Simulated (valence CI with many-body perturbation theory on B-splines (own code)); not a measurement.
The numbers below are computed, except where a source is named.
Se II: magnetic and hyperfine properties of the levels

Level of theory: relativistic CI+MBPT: five valence electrons over a frozen Dirac-Fock core [Ar] 3d10, a basis of 10 s, 10 p, 9 d, 7 f, 4 g, 2 h functions for each j, with the one-electron correlation potential Σ1, the two-electron term Σ2, the three-electron term Σ3, Breit, model QED; selected CI, second order for the rest, scaled by the run's own slope (own B-spline code, finite nucleus).

Set against measurement, 14 paired levels are off by 163 cm⁻¹ on average, the worst by 326. These come from a selection out of the NIST Handbook of Basic Atomic Spectroscopic Data. Levels without a partner in it may be off by more. Among the levels kept, up to 820 cm⁻¹ of a level comes from second order outside the variational space, and about a tenth of that is noise between levels of different J, which matters for small intervals.

A/g_I is the dipole constant over the nuclear g factor μ/I (μ in nuclear magnetons, uniformly magnetised nucleus), B/Q the quadrupole constant per barn. Both hold the static response of the core; the bare values leave it out. Large factors of s and p1/2 electrons are usually good to 5 to 10 %; those of open d and f shells near neutrality can be off by tens of per cent, and small factors of p3/2, d and f electrons come from cancelling terms and can be off by a factor of two or in sign, in half-filled shells by more. B is blank for J = 1/2, where it vanishes, and for nearly pure S terms. Energies count from the lowest level.

Names give the largest LS component (configuration and term), which can be under half, so a name can repeat, a term be missing and a line seem to break the LS rules; names also repeat where a configuration has a term twice. Letters in brackets count levels of one name in rising energy.

```csv
Level,E (cm⁻¹),g,A/g_I (MHz),A/g_I bare,B/Q (MHz/b),B/Q bare
4s2 4p3 4S°_3/2,0.0,1.996,18.3,-78.3,,
4s2 4p3 2D°_3/2,13200,0.830,583,558,652,559
4s2 4p3 2D°_5/2,13809,1.200,1100,987,-41.4,-34.5
4s2 4p3 2P°_1/2,23086,0.666,3220,2950,,
4s2 4p3 2P°_3/2,23923,1.310,595,515,-665,-571
4s 4p4 4P_5/2,83566,1.598,3220,2900,911,781
4s 4p4 4P_3/2,85259,1.733,3220,2890,-717,-613
4s 4p4 4P_1/2,86112,2.666,7370,6620,,
4s2 4p2 5s 4P_1/2,95149,2.571,1800,1580,,
4s2 4p2 5s 4P_3/2,96633,1.719,698,607,941,807
4s2 4p2 5s 4P_5/2,98552,1.588,1290,1140,-1230,-1050
4s2 4p2 5s 2P_1/2,98766,0.766,-160,-124,,
4s2 4p2 5s 2P_3/2 [a],100056,1.146,-319,-321,-927,-799
4s2 4p2 5s 2P_3/2 [b],101105,1.002,-143,-149,-1240,-1060
4s 4p4 2D_5/2,101301,1.200,2830,2570,-2020,-1730
4s2 4p2 4d 4F_3/2,104369,0.481,208,225,-329,-297
4s2 4p2 4d 2P_3/2,104562,1.238,181,129,-266,-232
4s2 4p2 4d 4F_5/2,104932,1.052,176,159,-50.5,-61.6
4s2 4p2 4d 2P_1/2,105634,0.621,416,414,,
4s2 4p2 4d 4F_7/2,105885,1.248,160,130,-234,-225
4s2 4p2 4d 4F_9/2,107220,1.330,372,315,-1220,-1070
4s2 4p2 5s 2D_5/2,108245,1.190,1350,1230,2030,1740
4s2 4p2 5s 2D_3/2,108345,0.839,733,663,1530,1310
4s2 4p2 4d 2F_5/2,108539,1.051,755,683,12.8,3.73
4s2 4p2 4d 4D_1/2,109143,0.060,662,663,,
4s2 4p2 4d 4D_7/2,109186,1.323,270,221,365,301
4s2 4p2 4d 4D_3/2,109210,1.181,378,329,-300,-255
4s2 4p2 4d 4D_5/2,109976,1.183,465,412,-184,-163
4s2 4p2 4d 2F_7/2,112070,1.234,318,274,74.4,50.4
4s2 4p2 5p 2S°_1/2,112836,1.664,124,8.85,,
4s2 4p2 5p 4D°_1/2,114092,0.371,230,256,,
4s2 4p2 5p 4D°_3/2,114509,1.253,188,163,262,225
4s2 4p2 5p 4D°_5/2,115858,1.387,157,122,456,392
4s2 4p2 5p 4P°_3/2,116572,1.487,280,218,-313,-269
4s2 4p2 5p 4P°_1/2,117197,2.555,-562,-605,,
4s2 4p2 5p 2D°_3/2,117532,1.120,523,476,-493,-422
4s2 4p2 5p 4D°_7/2,117581,1.421,594,510,-1080,-928
4s2 4p2 5p 4P°_5/2,118195,1.432,718,616,-549,-474
4s2 4p2 4d 2S_1/2,118300,2.005,6810,6200,,
4s2 4p2 4d 4P_5/2,118971,1.587,332,261,149,128
```

(1) Take the isotope of mass number 79, with I = 7/2, μ = -1.018 μN and Q = 0.8 b. What is the hyperfine structure of 4s 4p4 4P_1/2?

Results:

(1) From the table A = -2140 MHz. Shifts from the centre of gravity in MHz: F = 3: 4820, F = 4: -3740.
